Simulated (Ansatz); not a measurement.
`CC[SiH2][GaH2]` + H₂Se → `[GaH2][SeH]` + `CC[SiH3]` at 400 K and 1 bar (cleavage of the Ga–Si bond).

Gas-phase electronic energies from Ansatz, PBE0-D4/def2-TZVP geometries. CBS: MP2 limit from def2 TZ/QZ plus the TZ coupled-cluster correction, frozen cores. For Ga, Se outer-core shells are correlated without core-valence functions, which leaves a few kJ/mol of doubt a bond. Scalar relativity is left out up to krypton. Each species was taken in one conformer, which may not be the lowest.

```csv
species,CCSD(T)/CBS energy (Eh),H − E (kJ/mol),S (J/(mol·K))
`CC[SiH2][GaH2]`,-2294.52539,288.1,415.3
H₂Se,-2401.89790,49.4,229.5
`[GaH2][SeH]`,-4326.46797,77.5,311.3
`CC[SiH3]`,-369.99568,262.4,326.3
```

H − E and S are ideal-gas, rigid-rotor, harmonic terms from PBE0-D4/def2-TZVP, for one conformer and one mirror image of each species. 1 Eh = 2625.50 kJ/mol, R = 8.31446 J/(mol·K).

**Question.** By hand: ΔE, ΔH, ΔS and ΔG.

**Answer.** ΔE = (-4326.46797) + (-369.99568) − (-2294.52539) − (-2401.89790) = -0.04036 Eh = -106.0 kJ/mol. Δ(H − E) = 77.5 + 262.4 − 288.1 − 49.4 = 2.4, so ΔH = -103.6 kJ/mol. ΔS = 311.3 + 326.3 − 415.3 − 229.5 = -7.2 J/(mol·K). ΔG = -103.6 − 400 × (-7.2)/1000 = -100.7 kJ/mol.

**Question.** By hand: the equilibrium constant, and the temperature at which ΔG would vanish if ΔH and ΔS stayed fixed.

**Answer.** log₁₀ K = −ΔG/(RT ln 10) = 13.1. ΔG = 0 at ΔH/ΔS = 14389 K, far beyond where these terms or the molecules hold.

The number of gas molecules stays the same, so ΔS is small and ΔH decides. A doubt of 5 kJ/mol in ΔE shifts log₁₀ K by 0.7 here. Other conformers and mirror images would add mixing entropy, several J/(mol·K) or more a flexible species. These are equilibria of isolated gas molecules and say nothing of rates. Largest T1 diagnostic: 0.012 (customary marks: 0.02 for closed shells, 0.045 for open ones).
